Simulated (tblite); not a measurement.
C₃H₈F₂OSi₃.
Bonds: C1–C2 (double), C2–F3, C2–Si4, Si4–C5, C5–F6, Si4–Si7, Si7–O8, O8–Si9, Si4–Si9. Hydrogens: H10, H11 on C1; H12, H13 on C5; H14, H15 on Si7; H16, H17 on Si9.

Computed with GFN2-xTB (tblite), gas phase: L-BFGS steps from a force-field or distance-geometry start until the largest atomic force falls under 0.01 eV/Å.

Step 84: E = -795.3876 eV
```
atom  x, y, z in Å  |  force x, y, z in eV/Å
C1     -2.4134   -0.2850    1.3395   -0.012   0.018   0.003
C2     -1.8672    0.0123    0.1730   -0.003  -0.004   0.004
F3     -2.6936    0.2539   -0.8843    0.016  -0.002   0.021
Si4    -0.0153    0.1749   -0.2678    0.010   0.020  -0.060
C5     -0.1006    1.7296   -1.4208    0.034   0.022  -0.020
F6      1.1712    2.0756   -1.8343    0.018   0.008   0.001
Si7     1.3500   -1.6545   -0.9092   -0.045  -0.015  -0.003
O8      2.1873   -1.2979    0.4773   -0.011  -0.003  -0.006
Si9     1.6419   -0.0297    1.4036   -0.009  -0.015   0.019
H10    -3.4806   -0.3387    1.4788    0.004  -0.021   0.010
H11    -1.7822   -0.4699    2.1877   -0.013  -0.026   0.008
H12    -0.6822    1.5525   -2.3294   -0.006  -0.023   0.021
H13    -0.5134    2.6089   -0.9181    0.008  -0.008   0.004
H14     2.2953   -1.5704   -2.0186   -0.007   0.006   0.031
H15     0.8378   -3.0147   -0.7421    0.019   0.007  -0.015
H16     2.7758    0.8732    1.5554    0.005   0.028  -0.021
H17     1.2823   -0.6081    2.6994   -0.007   0.009   0.002
```

Step 85: E = -795.3883 eV
```
atom  x, y, z in Å  |  force x, y, z in eV/Å
C1     -2.4110   -0.2922    1.3394   -0.024  -0.002   0.015
C2     -1.8689    0.0196    0.1749   -0.021  -0.004  -0.005
F3     -2.7003    0.2788   -0.8746    0.033   0.002   0.025
Si4    -0.0175    0.1778   -0.2666    0.007   0.010  -0.074
C5     -0.0982    1.7277   -1.4252    0.035   0.028  -0.028
F6      1.1735    2.0613   -1.8486    0.032   0.011   0.002
Si7     1.3484   -1.6533   -0.9071   -0.049  -0.002   0.011
O8      2.1865   -1.2924    0.4777   -0.012   0.000   0.003
Si9     1.6381   -0.0257    1.4047    0.001  -0.032   0.025
H10    -3.4780   -0.3455    1.4829    0.015  -0.017   0.010
H11    -1.7760   -0.4955    2.1805   -0.016  -0.017   0.013
H12    -0.6859    1.5508   -2.3294   -0.017  -0.029   0.013
H13    -0.5008    2.6134   -0.9261    0.003  -0.004   0.014
H14     2.2946   -1.5654   -2.0145   -0.003   0.002   0.017
H15     0.8398   -3.0145   -0.7376    0.018   0.008  -0.017
H16     2.7716    0.8769    1.5618    0.004   0.028  -0.022
H17     1.2770   -0.6101    2.6977   -0.007   0.016   0.000
```

Step 86: E = -795.3892 eV
```
atom  x, y, z in Å  |  force x, y, z in eV/Å
C1     -2.4077   -0.3042    1.3396   -0.040  -0.023   0.015
C2     -1.8721    0.0293    0.1781   -0.040  -0.001  -0.013
F3     -2.7105    0.3159   -0.8593    0.055   0.002   0.037
Si4    -0.0214    0.1817   -0.2663    0.003  -0.003  -0.071
C5     -0.0934    1.7249   -1.4318    0.032   0.032  -0.034
F6      1.1781    2.0392   -1.8689    0.047   0.017   0.000
Si7     1.3447   -1.6506   -0.9039   -0.041   0.017   0.024
O8      2.1830   -1.2857    0.4795   -0.013  -0.001   0.016
Si9     1.6325   -0.0196    1.4062    0.013  -0.041   0.021
H10    -3.4741   -0.3563    1.4899    0.029  -0.011   0.008
H11    -1.7671   -0.5344    2.1696   -0.018  -0.007   0.018
H12    -0.6903    1.5478   -2.3293   -0.029  -0.027  -0.002
H13    -0.4810    2.6194   -0.9372    0.000   0.002   0.021
H14     2.2953   -1.5557   -2.0057    0.000  -0.004  -0.005
H15     0.8415   -3.0132   -0.7342    0.013   0.002  -0.018
H16     2.7670    0.8817    1.5671   -0.003   0.025  -0.022
H17     1.2686   -0.6082    2.6966   -0.008   0.022   0.004
```

Task: Estimate the geometry and energy of step 87. (The exact step hangs on the optimiser's Hessian estimate; all steps are aligned on step 86, rigid shifts and turns removed.)

Result: E = -795.3904 eV, largest force 0.075 eV/Å
```
atom  x, y, z in Å  |  force x, y, z in eV/Å
C1     -2.4044   -0.3184    1.3398   -0.044  -0.050   0.034
C2     -1.8763    0.0374    0.1818   -0.024   0.002  -0.015
F3     -2.7210    0.3512   -0.8412    0.049   0.014   0.014
Si4    -0.0264    0.1862   -0.2672   -0.001  -0.017  -0.040
C5     -0.0863    1.7226   -1.4384    0.017   0.021  -0.034
F6      1.1858    2.0148   -1.8864    0.063   0.027  -0.008
Si7     1.3376   -1.6472   -0.9003   -0.014   0.033   0.030
O8      2.1734   -1.2827    0.4847   -0.012  -0.010   0.025
Si9     1.6265   -0.0125    1.4071    0.016  -0.037   0.007
H10    -3.4697   -0.3695    1.4984    0.030  -0.007   0.006
H11    -1.7576   -0.5757    2.1570   -0.019   0.004   0.026
H12    -0.6919    1.5446   -2.3292   -0.040  -0.017  -0.024
H13    -0.4589    2.6253   -0.9484   -0.003   0.016   0.025
H14     2.2977   -1.5407   -1.9920   -0.004  -0.013  -0.028
H15     0.8406   -3.0118   -0.7372    0.006  -0.010  -0.016
H16     2.7640    0.8864    1.5642   -0.012   0.021  -0.020
H17     1.2600   -0.5979    2.6974   -0.009   0.021   0.018
```

The energy changes by -0.0012 eV. The first-order estimate −F·Δx gives -0.0017 eV and the mean of the old and new forces, exact on a quadratic surface, -0.0012 eV. The step makes an angle of 83° with the force vector and moves no atom by more than 0.044 Å.

The cost below is that of the whole relaxation. Hardware: an Arm Neoverse N1 with one thread, on a shared host. Cost: 2.6 s of wall time.
